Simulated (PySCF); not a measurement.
Problem. Write Cartesian coordinates for InChI=1S/C5H11N3SSi/c1-8(2)10-3-5-6-4-9-7-5/h4H,3,10H2,1-2H3 as optimised with PBE0-D3(BJ)/def2-SVP.

Solution. 
```xyz
21
C5H11N3SSi angstrom
C     -2.756   -0.303    1.054
N     -1.890    0.772    0.647
C     -2.459    1.660   -0.334
Si    -0.189    0.733    0.978
C      0.794   -0.401   -0.198
C      2.212   -0.535    0.219
N      3.069    0.529    0.078
C      4.234    0.199    0.548
S      4.261   -1.405    1.160
N      2.666   -1.638    0.773
H     -2.287   -0.900    1.852
H     -3.009   -0.994    0.224
H     -3.712    0.087    1.454
H     -2.692    1.152   -1.292
H     -1.769    2.488   -0.556
H     -3.402    2.105    0.035
H      0.010    0.204    2.363
H      0.334    2.123    0.845
H      0.320   -1.393   -0.213
H      0.741    0.034   -1.208
H      5.104    0.862    0.556
```

Any rigid rotation of these coordinates is as good. Atoms count from 1 in this order. N2 (silicon-bound nitrogen) is almost planar (angles 122.2°, 121.3° and 114.5°, sum 358.0°, 0.13 Å off the plane of its three neighbours). The 5 C–N bonds span 1.299 Å (N7–C8, aromatic) to 1.440 Å (C1–N2, drawn single), a spread of 0.141 Å. Of the pairs four or more bonds apart, H13···H16 is among the closest relative to their van der Waals radii: 2.49 Å, 104 % of the sum of Bondi's values. Si4 (SiH2 silicon) is distorted tetrahedral (angles from 107.0° to 113.7°).

Bonds between heavy atoms (Å): C1–N2 1.440, N2–C3 1.440, N2–Si4 1.734, Si4–C5 1.906, C5–C6 1.484, C6–N7 1.374, N7–C8 1.299, C8–S9 1.718, S9–N10 1.657, C6–N10 1.315.

Method: PBE0-D3(BJ)/def2-SVP geometry optimisation, gas phase (PySCF).

Point group: C1 (no symmetry element, even within 0.4 Å). Not checked by PBE0-D3(BJ)/def2-SVP frequencies. One conformer, not necessarily the lowest (C1–N2–Si4–C5 78°, N2–Si4–C5–C6 -173°, Si4–C5–C6–N7 -71°).

Cost: about 15 min of CPU time on one thread; the machine was shared, so the figure is rough. This is the geometry optimisation.
